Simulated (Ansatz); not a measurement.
Cost and result for the atomization energy of H6O2SSi2, SMILES `O[SiH](O)S[SiH3]` (11 atoms, 10 bonds).

Z-matrix (Å, degrees):
```
Si
O 1 1.638
S 1 2.124 2 111.9
O 1 1.636 2 114.0 3 -116.2
H 1 1.477 2 103.6 3 121.9
H 2 0.960 1 117.3 3 52.8
Si 3 2.141 1 96.8 2 46.7
H 4 0.959 1 117.5 2 -71.6
H 7 1.485 3 110.6 1 41.6
H 7 1.484 3 111.4 1 -80.1
H 7 1.483 3 106.1 1 161.0
```

The species carries charge 0 and has multiplicity 1. Geometry: relaxed with PBE0-D4/def2-TZVP. It is one conformer, not always the lowest. Program: Ansatz. All runs use 4 threads of a server CPU on a shared host. Times are those of one run each, without the atoms' runs, and a repeat can differ threefold. Electronic energies, without spin–orbit coupling; frozen cores. CCSD(T)/CBS adds CCSD(T) − MP2 in def2-TZVPP to the MP2 limit, and its time is that of the two runs behind it. T1 = 0.012. B3LYP takes the VWN-RPA correlation (the form of Gaussian; ORCA's B3LYP/G).

CCSD(T)/CBS is a level of theory with its own doubt, some kJ/mol a heavy atom from the limit and from the frozen cores, so smaller differences don't rank the functionals.

| level | functions | wall time |
| --- | --- | --- |
| PBE-D4/def2-TZVPP (with forces) | 272 | 1.8 s |
| PBE0-D4/def2-TZVPP | 272 | 2.3 s |
| r2SCAN-D4/def2-TZVPP (with forces) | 272 | 2.8 s |
| B3LYP-D4/def2-TZVPP (with forces) | 272 | 3.5 s |
| B2PLYP/def2-TZVPP | 272 | 3.8 s |
| ωB97X-V/def2-TZVPP | 272 | 4.9 s |
| ωB97M-V/def2-TZVPP (with forces) | 272 | 7 s |
| MP2/def2-QZVPP | 504 | 16 s |
| CCSD(T)/def2-TZVPP | 272 | 79 s |
| CCSD(T)/CBS(def2) | – | 94 s |

Question: What atomization energy does each give, and how far from CCSD(T)/CBS? (Estimate.)

Answer: The calculation gave: 
| level | atomization (kJ/mol) | difference from CCSD(T)/CBS | per bond |
| --- | --- | --- | --- |
| PBE-D4/def2-TZVPP (with forces) | 3840.5 | -17.2 | -1.7 |
| PBE0-D4/def2-TZVPP | 3783.7 | -74.0 | -7.4 |
| r2SCAN-D4/def2-TZVPP (with forces) | 3841.4 | -16.3 | -1.6 |
| B3LYP-D4/def2-TZVPP (with forces) | 3810.2 | -47.5 | -4.8 |
| B2PLYP/def2-TZVPP | 3774.2 | -83.5 | -8.3 |
| ωB97X-V/def2-TZVPP | 3858.7 | 1.0 | 0.1 |
| ωB97M-V/def2-TZVPP (with forces) | 3853.3 | -4.4 | -0.4 |
| MP2/def2-QZVPP | 3873.9 | 16.2 | 1.6 |
| CCSD(T)/def2-TZVPP | 3732.1 | -125.6 | -12.6 |
| CCSD(T)/CBS(def2) | 3857.7 | 0.0 | 0.0 |

From PBE to PBE0 (25 % exact exchange), in def2-TZVPP and without D4, the atomization energy moves by −52.4 kJ/mol: exact exchange takes away binding that semilocal exchange gives to molecules. The D4 term adds +47.7 kJ/mol with B3LYP and +25.0 kJ/mol with PBE0; it sums over pairs of atoms, weighted by their polarisabilities, and B3LYP, whose exchange is more repulsive, gets the larger term. In def2-TZVPP, CCSD(T) changes the Hartree–Fock value by +963.4 kJ/mol (the triples alone add +55.4 kJ/mol) and MP2 by +1030.2 kJ/mol; breaking electron pairs costs correlation energy, which Hartree–Fock lacks.
